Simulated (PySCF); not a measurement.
Molecule: SMILES C=C[C@H](C)NC=O, C₅H₉NO.

Bonds (- single, = double, # triple, : aromatic): C1=C2, C2-C3, C3-C4, C3-N5, N5-C6, C6=O7. C1 carries H8, H9; C2 carries H10; C3 carries H11; C4 carries H12, H13, H14; N5 carries H15; C6 carries H16. Stereochemistry as in C=C[C@H](C)NC=O. H9 is cis to C3; H8 is trans to C3.

Frames of a GFN2-xTB Langevin trajectory at 600 K; GIAO PBE0/pcSseg-1 shieldings in PySCF, gas phase, non-relativistic; equivalent atoms averaged within each frame.

Shifts are taken against calculated references (same method and geometry level): TMS for ¹³C (186.93 ppm) and ¹H (31.72 ppm); ¹⁵N (267.73 ppm) against NH3; H2O for ¹⁷O (336.08 ppm). The references are static minima.

Problem. How do the shifts (ppm) fluctuate along the trajectory?

Solution. 
```
         time (fs)     C2     C6     C1    C3    C4     N5     O7   H16    H9   H11
               250  163.4  155.7  138.7  46.5  16.8  157.6  395.7  8.54  6.48  6.37
               425  158.3  172.3  134.8  41.1  29.3  142.9  489.3  8.99  5.49  4.25
               625  146.3  166.4  128.9  52.5  31.8  150.6  459.4  9.39  5.49  6.78
               800  163.9  160.2  129.9  51.4  30.2  156.7  444.2  8.75  5.39  5.62
              1000  155.8  172.8  124.8  50.0  33.2  160.1  517.1  9.01  6.03  5.34
    mean of frames  157.5  165.5  131.4  48.3  28.2  153.6  461.1  8.93  5.78  5.67
standard deviation    7.1    7.5    5.4   4.6   6.5    6.9   46.1  0.32  0.47  0.98
```

5 frames give an uncertainty of the mean of about the standard deviation over 2.2 at best, since frames this close in time may not be independent; classical motion lacks zero-point vibration, and the reference would need the same averaging.
